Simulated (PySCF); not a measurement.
chloro(difluoro)methane (CHClF2), SMILES FC(F)Cl.

Coordinates come from a PBE0-D3(BJ)/def2-SVP optimisation.

Computed with TDDFT-PBE0/def2-SVPD run with PySCF.

Vertical excitations. Isolated molecule, no solvent. State labels are in the subgroup Cs.

**Question.** List the lowest excited states. (An estimate is asked for; the answer gives what the named calculation found.)

**Answer.** 
| state | symmetry | energy (eV) | λ (nm) | f | main pairs |
|---|---|---|---|---|---|
| S1 | A' | 8.00 | 155 | 0.007 | HOMO→LUMO 96 % |
| S2 | A" | 8.06 | 154 | 0.000 | HOMO−1→LUMO 96 % |
| S3 | A' | 9.23 | 134 | 0.044 | HOMO→LUMO+1 96 % |
| S4 | A" | 9.31 | 133 | 0.050 | HOMO−1→LUMO+1 97 % |
| S5 | A' | 9.64 | 129 | 0.094 | HOMO−2→LUMO 82 % |
| S6 | A" | 10.09 | 123 | 0.005 | HOMO→LUMO+3 92 % |
| S7 | A' | 10.22 | 121 | 0.083 | HOMO→LUMO+2 66 %, HOMO→LUMO+4 21 %, HOMO−1→LUMO+3 11 % |
| S8 | A" | 10.26 | 121 | 0.034 | HOMO−1→LUMO+2 78 %, HOMO−1→LUMO+4 20 % |
| S9 | A' | 10.31 | 120 | 0.016 | HOMO→LUMO+4 52 %, HOMO−1→LUMO+3 37 % |
| S10 | A" | 10.47 | 118 | 0.018 | HOMO−1→LUMO+4 76 %, HOMO−1→LUMO+2 21 % |
| T1 | A' | 7.14 | 174 | 0 | HOMO→LUMO 92 % |
| T2 | A" | 7.21 | 172 | 0 | HOMO−1→LUMO 91 % |
| T3 | A' | 8.50 | 146 | 0 | HOMO−2→LUMO 88 % |
| T4 | A' | 8.99 | 138 | 0 | HOMO→LUMO+1 92 % |
Triplets are in the Tamm–Dancoff approximation, which puts them higher than full response would, so one can lie above its singlet here.
